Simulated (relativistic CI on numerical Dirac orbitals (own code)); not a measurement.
**Fe⁴⁺ (3d4) in a crystal field**

Calculated by Dirac-Coulomb-Breit CI, orbitals from a KLI potential per configuration, model QED (radiative potential, 1s self-energy scaled to tabulated hydrogen-like ionisation energies), valence Slater integrals scaled by 0.85, one configuration in a parametric crystal field (own radial code).

Field parameters in Wybourne normalisation: Oh B⁴₀ = 21Dq, B⁴₄ = √(5/14) B⁴₀. The field is a parameter set, without covalency.

S is read from ⟨S²⟩ = S(S + 1).

Site symmetry Oh; labels are those of the double group. Computed levels in cm⁻¹ above the lowest, in rising order:

| Δ (size of 10Dq) | Lowest | No. 2 | No. 3 | No. 4 | No. 5 | No. 6 | No. 7 | No. 8 |
| --- | --- | --- | --- | --- | --- | --- | --- | --- |
| 5000 | A1 | 32 T1 | 63 E | 87 T2 | 112 A2 | 4867 T2 | 4885 T1 | 4907 A1 |
| 9000 | A1 | 23 T1 | 46 E | 64 T2 | 83 A2 | 8831 T2 | 8835 T1 | 8839 A1 |
| 13000 | A1 | 22 T1 | 43 E | 61 T2 | 78 A2 | 12811 A1 | 12818 T1 | 12820 T2 |
| 17000 | A1 | 25 T1 | 49 E | 68 T2 | 87 A2 | 9347 A1 | 9601 T1 | 9984 T2 |
| 21000 | A1 | 36 T1 | 70 E | 96 T2 | 121 A2 | 5676 A1 | 5925 T1 | 6315 T2 |
| 25000 | A1 | 97 T1 | 188 E | 241 T2 | 296 A2 | 2236 A1 | 2426 T1 | 2749 T2 |
| 29000 | A1 | 321 T1 | 826 E | 895 T2 | 2390 A2 | 2469 T2 | 2541 E | 2567 T1 |
| 33000 | A1 | 307 T1 | 809 E | 827 T2 | 6107 A2 | 6126 T2 | 6146 E | 6162 T1 |
| 37000 | A1 | 301 T1 | 802 E | 810 T2 | 9949 A2 | 9959 T2 | 9969 E | 9978 T1 |
| 41000 | A1 | 298 T1 | 800 E | 804 T2 | 13828 A2 | 13833 T2 | 13839 E | 13845 T1 |

Ground-state S against |10Dq| in cm⁻¹: 5000: 2.00, 9000: 2.00, 13000: 2.00, 17000: 1.99, 21000: 1.99, 25000: 1.90, 29000: 1.11, 33000: 1.02, 37000: 1.01, 41000: 1.00.

The spin changes between |10Dq| = 25000 and 29000 cm⁻¹.
